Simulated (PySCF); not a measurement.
## Radial density of Ni (nickel, neutral)

UHF, [Ar] 3d9 4s1, high-spin 3D determinant (an excited configuration). All numbers are calculated (PySCF 2.14, no relativity, point nucleus, in def2-QZVPPD (11s6p5d4f2g, 100 functions)).

```csv
r (bohr),4πr²ρ (e/bohr),4πr²(ρα − ρβ)
0.000960,0.1640,0.0000
0.00162,0.4473,0.0001
0.00272,1.190,0.0002
0.00457,3.035,0.0006
0.00769,7.213,0.0014
0.0129,15.24,0.0028
0.0217,26.47,0.0045
0.0366,33.66,0.0043
0.0615,29.17,0.0016
0.103,28.55,0.0143
0.174,38.24,0.0908
0.293,22.58,0.3634
0.493,17.99,0.9055
0.828,17.36,0.8715
1.39,4.952,0.4436
2.34,1.012,0.3788
3.94,0.2636,0.2199
6.63,0.02753,0.0271
11.2,0.0001629,0.0002
```
